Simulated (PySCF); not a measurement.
Isomers of C3H12NPSi2.

All values: PBE0/pcSseg-1 (PySCF) at GFN2-xTB geometries, gas phase, one conformer each.

(1) Rank by the lowest Hirshfeld charge on any atom, highest value first.
A. `[CH3:1][N:2]1[CH2:3][SiH2:4][Si@H:5]([PH2:6])[CH2:7]1` with Si4–Si5–P6–H 85° and -8°, C1–N2–C3–Si4 -74°, N2–C3–Si4–Si5 -27°, C3–Si4–Si5–P6 116°, Si4–Si5–C7–N2 25°
B. `[CH2:1]=[CH:2][SiH2:3][Si@:4]([CH3:5])([NH2:6])[PH2:7]` with C1–C2–Si3–Si4 -117°, C2–Si3–Si4–C5 58°, Si3–Si4–N6–H 165° and -60°, Si3–Si4–P7–H -54° and 39°
C. `[PH2:1][Si@H:2]1[CH2:3][CH2:4][CH2:5][NH:6][SiH2:7]1` with H–P1–Si2–C3 108° and -160°, P1–Si2–C3–C4 163°, Si2–C3–C4–C5 -63°, C3–C4–C5–N6 79°, C4–C5–N6–Si7 -69°

(2) Rank by HOMO–LUMO gap, lowest first.
A. `[SiH3:1][N:2]([SiH3:3])[P:4]1[CH2:5][CH2:6][CH2:7]1` with Si1–N2–P4–C5 -137°, N2–P4–C5–C6 117°, P4–C5–C6–C7 -21°, C5–C6–C7–P4 21°, N2–P4–C7–C6 -117°
B. `[PH2:1][Si@H:2]1[CH2:3][CH2:4][CH2:5][NH:6][SiH2:7]1` with H–P1–Si2–C3 108° and -160°, P1–Si2–C3–C4 163°, Si2–C3–C4–C5 -63°, C3–C4–C5–N6 79°, C4–C5–N6–Si7 -69°
C. `[CH3:1][N:2]1[CH2:3][SiH2:4][Si@H:5]([PH2:6])[CH2:7]1` with Si4–Si5–P6–H 85° and -8°, C1–N2–C3–Si4 -74°, N2–C3–Si4–Si5 -27°, C3–Si4–Si5–P6 116°, Si4–Si5–C7–N2 25°

Results:

(1) A (-0.116 e), C (-0.248 e), B (-0.319 e).

(2) C (5.59 eV), A (5.80 eV), B (6.11 eV).

All values together:

```tsv
SMILES	μ (D)	HOMO (eV)	LUMO (eV)	lowest IAO charge (e)	highest IAO charge (e)	lowest Hirshfeld charge (e)	highest Hirshfeld charge (e)
C=C[SiH2][Si@](C)(N)P	1.04	-6.67	-0.44	-0.836 (N)	+0.747 (Si)	-0.319 (N)	+0.290 (Si)
CN1C[SiH2][Si@H](P)C1	0.95	-5.77	-0.18	-0.408 (C)	+0.374 (Si)	-0.116 (C)	+0.214 (Si)
P[Si@H]1CCCN[SiH2]1	1.77	-6.33	-0.22	-0.678 (N)	+0.617 (Si)	-0.248 (N)	+0.278 (Si)
[SiH3]N([SiH3])P1CCC1	1.01	-5.94	-0.13	-0.987 (N)	+0.726 (Si)	-0.314 (N)	+0.342 (Si)
```

Conformers: `[CH2:1]=[CH:2][SiH2:3][Si@:4]([CH3:5])([NH2:6])[PH2:7]` with C1–C2–Si3–Si4 -117°, C2–Si3–Si4–C5 58°, Si3–Si4–N6–H 165° and -60°, Si3–Si4–P7–H -54° and 39°; `[CH3:1][N:2]1[CH2:3][SiH2:4][Si@H:5]([PH2:6])[CH2:7]1` with Si4–Si5–P6–H 85° and -8°, C1–N2–C3–Si4 -74°, N2–C3–Si4–Si5 -27°, C3–Si4–Si5–P6 116°, Si4–Si5–C7–N2 25°; `[PH2:1][Si@H:2]1[CH2:3][CH2:4][CH2:5][NH:6][SiH2:7]1` with H–P1–Si2–C3 108° and -160°, P1–Si2–C3–C4 163°, Si2–C3–C4–C5 -63°, C3–C4–C5–N6 79°, C4–C5–N6–Si7 -69°; `[SiH3:1][N:2]([SiH3:3])[P:4]1[CH2:5][CH2:6][CH2:7]1` with Si1–N2–P4–C5 -137°, N2–P4–C5–C6 117°, P4–C5–C6–C7 -21°, C5–C6–C7–P4 21°, N2–P4–C7–C6 -117°.
